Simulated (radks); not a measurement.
Results of a calculation; reference values are marked as such.
Species: the phosphorus ion P+. Configuration: [Ne] 3s2 3p2. Level of theory: scalar-relativistic Kohn-Sham, LDA (Slater exchange, VWN5 correlation), spin-polarised, spherical densities, finite nucleus; open shells are filled with parallel spins first; Fermi nuclear charge, rms radius 3.1889 fm (a radial shooting solver on a logarithmic mesh with Libxc functionals).

Normalised radial functions P(r) = r R(r), r in bohr:

| r | 2p up | 3p down |
|---|---|---|
| 0.005434 | 0.0032 | 0.0009 |
| 0.006963 | 0.0051 | 0.0014 |
| 0.008852 | 0.0081 | 0.0023 |
| 0.01134 | 0.0130 | 0.0036 |
| 0.01454 | 0.0207 | 0.0058 |
| 0.01848 | 0.0324 | 0.0090 |
| 0.02368 | 0.0510 | 0.0142 |
| 0.0301 | 0.0785 | 0.0219 |
| 0.03858 | 0.1210 | 0.0337 |
| 0.04943 | 0.1834 | 0.0511 |
| 0.06284 | 0.2692 | 0.0749 |
| 0.08053 | 0.3904 | 0.1082 |
| 0.1024 | 0.5430 | 0.1499 |
| 0.1312 | 0.7351 | 0.2013 |
| 0.1681 | 0.9495 | 0.2562 |
| 0.2137 | 1.1518 | 0.3028 |
| 0.2739 | 1.3137 | 0.3283 |
| 0.3482 | 1.3795 | 0.3118 |
| 0.4461 | 1.3180 | 0.2338 |
| 0.5717 | 1.1224 | 0.0850 |
| 0.7268 | 0.8430 | -0.1174 |
| 0.9314 | 0.5329 | -0.3543 |
| 1.184 | 0.2826 | -0.5606 |
| 1.517 | 0.1150 | -0.6933 |
| 1.944 | 0.0343 | -0.7046 |
| 2.472 | 0.0073 | -0.6015 |
| 3.167 | 0.0009 | -0.4223 |
| 4.026 | 0.0001 | -0.2425 |
| 5.16 | 0.0000 | -0.1046 |
| 6.612 | 0.0000 | -0.0322 |

2p up: eigenvalue -135.17 eV, 0 radial nodes, <r> = 0.486 bohr, 90 % of the charge inside 0.814 bohr. 3p down (empty): eigenvalue -13.164 eV, 1 radial node at r = 0.637 bohr, <r> = 2.17 bohr, 90 % of the charge inside 3.38 bohr.
